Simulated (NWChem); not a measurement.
System: C2H4N2Si; SMILES N(=C/[SiH3])/C#N

NWChem input:

```
start job
memory heap 200 mb stack 900 mb global 1100 mb
geometry units angstroms noautoz
  N     -0.950558    -2.263485     0.000175
  C     -0.029733    -1.550582     0.000060
  N      1.096621    -0.838468     0.000108
  C      1.082993     0.445003    -0.000584
  Si    -0.466570     1.571893    -0.001890
  H      2.083443     0.909167    -0.000306
  H     -1.261367     1.282769     1.225783
  H      0.003331     2.985461    -0.008383
  H     -1.266887     1.272891    -1.223546
end
basis spherical
  * library def2-tzvp
end
dft
  xc r2scan
  iterations 150
  semidirect filesize 400000000
  mulliken
end
task dft energy
```

Excerpt of the output:

```
             Northwest Computational Chemistry Package (NWChem) 7.3.0
             --------------------------------------------------------

 C1  symmetry detected

                             Geometry "geometry" -> ""
                             -------------------------

 Output coordinates in angstroms (scale by  1.889725989 to convert to a.u.)

  No.       Tag          Charge          X              Y              Z
 ---- ---------------- ---------- -------------- -------------- --------------
    1 N                    7.0000    -0.92879119    -2.27849809     0.00003146
    2 C                    6.0000    -0.01750390    -1.55344303    -0.00004134
    3 N                    7.0000     1.09930482    -0.82645062    -0.00003346
    4 C                    6.0000     1.06865265     0.45672686     0.00001626
    5 Si                  14.0000    -0.49572247     1.56296316    -0.00002607
    6 H                    1.0000     2.06285758     0.93412087     0.00016205
    7 H                    1.0000    -1.28611599     1.26262384     1.22779734
    8 H                    1.0000    -0.04461629     2.98264353    -0.00589531
    9 H                    1.0000    -1.29249862     1.25406553    -1.22153453

 Effective nuclear repulsion energy (a.u.)     184.3604365130

                                 NWChem DFT Module
                                 -----------------

 Summary of "ao basis" -> "ao basis" (spherical)
 ------------------------------------------------------------------------------
       Tag                 Description            Shells   Functions and Types
 ---------------- ------------------------------  ------  ---------------------
 N                         def2-tzvp                11       31   5s3p2d1f
 C                         def2-tzvp                11       31   5s3p2d1f
 Si                        def2-tzvp                13       37   5s5p2d1f
 H                         def2-tzvp                 4        6   3s1p

            General Information
            -------------------
          SCF calculation type: DFT
          Wavefunction type:  closed shell.
          No. of atoms     :     9
          No. of electrons :    44
           Alpha electrons :    22
            Beta electrons :    22
          Charge           :     0
          Spin multiplicity:     1
          Use of symmetry is: off; symmetry adaption is: off
          Maximum number of iterations: 150
          AO basis - number of functions:   185
                     number of shells:    73
          Convergence on energy requested:  1.00D-06
          Convergence on density requested:  1.00D-05
          Convergence on gradient requested:  5.00D-04

              XC Information
              --------------
                      r^2SCAN Method XC Functional
               r^2SCAN metaGGA Exchange Functional  1.000
                     r^2SCAN Correlation Potential  1.000

             Grid Information
             ----------------
          Grid used for XC integration:  medium
          Radial quadrature: Mura-Knowles
          Angular quadrature: Lebedev.
          Tag              B.-S. Rad. Rad. Pts. Rad. Cut. Ang. Pts.
          ---              ---------- --------- --------- ---------
          N                   0.65       49          13.0       434
          C                   0.70       49          12.0       434
          Si                  1.10       88          10.0       590
          H                   0.35       45          12.0       434
          Grid pruning is: on
          Number of quadrature shells:   464
          Spatial weights used:  Erf1

      Superposition of Atomic Density Guess
      -------------------------------------

 Sum of atomic energies:        -474.80040733

      Non-variational initial energy
      ------------------------------

 Total energy =    -477.030600
 1-e energy   =   -1016.931458
 2-e energy   =     355.540422
 HOMO         =      -0.293116
 LUMO         =      -0.084734

------------------------------------------------------------
EAF file 0: "./job.aoints.0" size=397934592 bytes
------------------------------------------------------------
               write      read    awrite     aread      wait
               -----      ----    ------     -----      ----
     calls:      759         0         0         0         0
   data(b): 3.98e+08  0.00e+00  0.00e+00  0.00e+00
   time(s): 0.00e+00  0.00e+00  0.00e+00  0.00e+00  0.00e+00
rate(mb/s): 0.00e+00  0.00e+00
------------------------------------------------------------

     ---------------------------------------------
      Total Density - Mulliken Population Analysis
     ---------------------------------------------

    Atom       Charge   Shell Charges
 -----------   ------   -------------------------------------------------------
    1 N    7     7.78   0.82  1.15  0.63  0.94  0.25  1.53  1.68  0.74  0.01  0.03  0.00
    2 C    6     5.34   0.86  1.12  0.60  0.36  0.05  1.02  0.95  0.26  0.04  0.06  0.02
    3 N    7     7.41   0.82  1.16  0.58  0.87  0.20  1.46  1.70  0.58  0.01  0.04  0.00
    4 C    6     5.82   0.86  1.12  0.56  0.67  0.12  1.02  1.10  0.29  0.02  0.06  0.01
    5 Si  14    13.69   2.00  0.59  1.39  0.89  0.48  4.11  1.73  0.52  1.33  0.49  0.08  0.07  0.01
    6 H    1     0.86   0.24  0.46  0.13  0.02
    7 H    1     1.03   0.22  0.54  0.26  0.01
    8 H    1     1.04   0.23  0.54  0.26  0.01
    9 H    1     1.03   0.22  0.54  0.26  0.01

   convergence    iter        energy       DeltaE   RMS-Dens  Diis-err
 ---------------- ----- ----------------- --------- --------- ---------
 d= 0,ls=0.0,diis     1   -477.3698155349 -6.62D+02  8.86D-03  1.19D+00
 d= 0,ls=0.0,diis     2   -476.6343028165  7.36D-01  7.56D-03  5.90D+00
 d= 0,ls=0.0,diis     3   -477.4585863676 -8.24D-01  1.76D-03  3.01D-01
 d= 0,ls=0.0,diis     4   -477.4888943834 -3.03D-02  7.92D-04  6.20D-02
 d= 0,ls=0.0,diis     5   -477.4931814996 -4.29D-03  3.91D-04  2.26D-02
  Resetting Diis
 d= 0,ls=0.0,diis     6   -477.4953063072 -2.12D-03  1.51D-04  2.61D-03
 d= 0,ls=0.0,diis     7   -477.4956546776 -3.48D-04  8.35D-05  1.47D-04
 d= 0,ls=0.0,diis     8   -477.4956013630  5.33D-05  5.62D-05  5.68D-04
 d= 0,ls=0.0,diis     9   -477.4956703431 -6.90D-05  1.35D-05  2.68D-05
 d= 0,ls=0.0,diis    10   -477.4956732218 -2.88D-06  4.02D-06  1.45D-06
 d= 0,ls=0.0,diis    11   -477.4956733548 -1.33D-07  1.42D-06  3.16D-07

         Total DFT energy =     -477.495673354799
      One electron energy =    -1019.937623630194
           Coulomb energy =      404.933341085560
    Exchange-Corr. energy =      -46.851827323182
 Nuclear repulsion energy =      184.360436513017

 Numeric. integr. density =       43.999985417914

                       DFT Final Molecular Orbital Analysis
                       ------------------------------------

 Vector   20  Occ=2.000000D+00  E=-3.302769D-01
              MO Center= -3.3D-01, -1.2D+00,  1.0D-04, r^2= 3.3D+00
   Bfn.  Coefficient  Atom+Function         Bfn.  Coefficient  Atom+Function
  ----- ------------  ---------------      ----- ------------  ---------------
     6      0.283232  1 N  px                38     -0.258466  2 C  py
    41     -0.217303  2 C  py                 9      0.204525  1 N  px
     4     -0.187819  1 N  s                 99     -0.155049  4 C  px
    12      0.124625  1 N  px               102     -0.123387  4 C  px
   163     -0.119754  6 H  s                 43      0.088697  2 C  px

 Vector   21  Occ=2.000000D+00  E=-2.991738D-01
              MO Center= -1.1D-01, -1.2D+00,  4.6D-04, r^2= 3.1D+00
   Bfn.  Coefficient  Atom+Function         Bfn.  Coefficient  Atom+Function
  ----- ------------  ---------------      ----- ------------  ---------------
     8      0.289600  1 N  pz                11      0.244303  1 N  pz
    39      0.206952  2 C  pz               101     -0.197489  4 C  pz
   104     -0.186290  4 C  pz                42      0.183063  2 C  pz
    70     -0.164190  3 N  pz                73     -0.149902  3 N  pz
    14      0.135021  1 N  pz               107     -0.101932  4 C  pz

 Vector   22  Occ=2.000000D+00  E=-2.595245D-01
              MO Center=  5.0D-01, -8.6D-01,  2.3D-05, r^2= 3.4D+00
   Bfn.  Coefficient  Atom+Function         Bfn.  Coefficient  Atom+Function
  ----- ------------  ---------------      ----- ------------  ---------------
    68      0.260657  3 N  px                71      0.216845  3 N  px
     7      0.202292  1 N  py                66      0.185328  3 N  s
    74      0.172255  3 N  px                10      0.168147  1 N  py
    69     -0.156205  3 N  py               139      0.148677  5 Si px
    72     -0.128972  3 N  py                37     -0.122064  2 C  px

 Vector   23  Occ=0.000000D+00  E=-1.350278D-01
              MO Center=  5.8D-01, -1.4D-01,  2.0D-04, r^2= 3.3D+00
   Bfn.  Coefficient  Atom+Function         Bfn.  Coefficient  Atom+Function
  ----- ------------  ---------------      ----- ------------  ---------------
   104      0.320841  4 C  pz               101      0.304014  4 C  pz
   107      0.300642  4 C  pz                76     -0.251325  3 N  pz
    70     -0.248769  3 N  pz                73     -0.223511  3 N  pz
     8      0.185561  1 N  pz                11      0.167247  1 N  pz
    14      0.158461  1 N  pz               170     -0.139574  7 H  s

 Vector   24  Occ=0.000000D+00  E=-2.523158D-02
              MO Center= -4.9D-01,  5.9D-01,  2.0D-04, r^2= 5.5D+00
   Bfn.  Coefficient  Atom+Function         Bfn.  Coefficient  Atom+Function
  ----- ------------  ---------------      ----- ------------  ---------------
    98      0.656673  4 C  s                142     -0.586061  5 Si px
   143      0.581779  5 Si py                36     -0.464555  2 C  s
   164     -0.418833  6 H  s                  5      0.401674  1 N  s
   176     -0.392773  8 H  s                106      0.389847  4 C  py
    67      0.295416  3 N  s                140      0.272087  5 Si py

 Vector   25  Occ=0.000000D+00  E= 3.523842D-03
              MO Center= -5.4D-01,  1.3D+00,  1.6D-03, r^2= 4.3D+00
   Bfn.  Coefficient  Atom+Function         Bfn.  Coefficient  Atom+Function
  ----- ------------  ---------------      ----- ------------  ---------------
   142      1.079057  5 Si px               170      0.723689  7 H  s
   182      0.727099  9 H  s                176     -0.507910  8 H  s
   143      0.345683  5 Si py                98     -0.309734  4 C  s
   139      0.293148  5 Si px                36     -0.290742  2 C  s
    67      0.265803  3 N  s                 74     -0.235227  3 N  px

------------------------------------------------------------
EAF file 0: "./job.aoints.0" size=732954624 bytes
------------------------------------------------------------
               write      read    awrite     aread      wait
               -----      ----    ------     -----      ----
     calls:     1398        10         0     13970     13970
   data(b): 7.33e+08  5.24e+06  0.00e+00  7.32e+09
   time(s): 0.00e+00  0.00e+00  0.00e+00  0.00e+00  0.00e+00
rate(mb/s): 0.00e+00  0.00e+00
------------------------------------------------------------

     ---------------------------------------------
      Total Density - Mulliken Population Analysis
     ---------------------------------------------

    Atom       Charge   Shell Charges
 -----------   ------   -------------------------------------------------------
    1 N    7     7.12   0.82  1.15  0.62  0.86  0.27  1.42  1.34  0.60  0.01  0.03  0.00
    2 C    6     5.90   0.86  1.11  0.57  0.45  0.02  1.30  1.16  0.31  0.03  0.06  0.02
    3 N    7     7.23   0.82  1.15  0.57  0.89  0.24  1.50  1.55  0.45  0.01  0.05  0.00
    4 C    6     6.06   0.86  1.12  0.54  0.67  0.09  1.23  1.20  0.28  0.02  0.06  0.01
    5 Si  14    13.80   2.00  0.57  1.39  0.88  0.48  4.13  1.69  0.59  1.47  0.35  0.11  0.11  0.02
    6 H    1     0.87   0.27  0.49  0.08  0.02
    7 H    1     1.00   0.24  0.55  0.20  0.01
    8 H    1     1.02   0.24  0.55  0.22  0.01
    9 H    1     1.00   0.24  0.55  0.20  0.01

     -------------------------------------------
      Total Density - Lowdin Population Analysis
     -------------------------------------------

    Atom       Charge   Shell Charges
 -----------   ------   -------------------------------------------------------
    1 N    7     6.95   0.89  1.06  0.49  0.54  0.33  1.27  1.48  0.76  0.01  0.10  0.02
    2 C    6     6.31   0.91  1.03  0.37  0.32  0.16  1.12  1.21  0.55  0.04  0.50  0.08
    3 N    7     6.84   0.89  1.06  0.43  0.42  0.24  1.33  1.51  0.71  0.01  0.22  0.02
    4 C    6     6.28   0.91  1.04  0.39  0.37  0.20  1.08  1.27  0.58  0.03  0.36  0.05
    5 Si  14    13.69   2.00  0.84  1.09  0.54  0.34  3.86  1.87  0.71  1.28  0.66  0.11  0.32  0.07
    6 H    1     0.86   0.25  0.39  0.16  0.06
    7 H    1     1.02   0.24  0.47  0.28  0.03
    8 H    1     1.03   0.24  0.47  0.29  0.02
    9 H    1     1.02   0.24  0.47  0.28  0.03

     Multipole analysis of the density
     ---------------------------------

     L   x y z        total         alpha         beta         nuclear
     -   - - -        -----         -----         ----         -------
     0   0 0 0     -0.000000    -22.000000    -22.000000     44.000000

     1   1 0 0      0.638681      0.319340      0.319340      0.000000
     1   0 1 0      1.618081      0.809041      0.809041      0.000000
     1   0 0 1     -0.000094     -0.000047     -0.000047      0.000000

     2   2 0 0    -28.633295    -72.121837    -72.121837    115.610380
     2   1 1 0     -1.785927      0.450259      0.450259     -2.686445
     2   1 0 1      0.000623      0.000014      0.000014      0.000595
     2   0 2 0    -32.215275   -201.782135   -201.782135    371.348994
     2   0 1 1      0.000886     -0.000416     -0.000416      0.001717
     2   0 0 2    -27.436656    -19.074331    -19.074331     10.712006
```

Level: r2SCAN/def2-TZVP. The geometry was optimised at PBE0/def2-SVP.
